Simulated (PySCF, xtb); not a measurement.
CrO2F2, SMILES [O]=[Cr](=[O])([F])[F], multiplicity 1.

xtb with GFN2-xTB at its own geometry gives an orbital gap of 3.02 eV and a dipole moment of 2.53 D.

Geometry optimised at B3LYP-D3(BJ)/def2-SVP. The spin state was assumed, not searched. The isomer is the one that the SMILES or the coordinates give; other isomers of the formula were not compared.

### Question
What does PySCF with ωB97X/def2-TZVP give? (Estimate from the structure and the level; the computed values follow.)

### Answer
gap 10.21 eV (levels -13.04 and -2.83 eV), dipole 0.13 D.
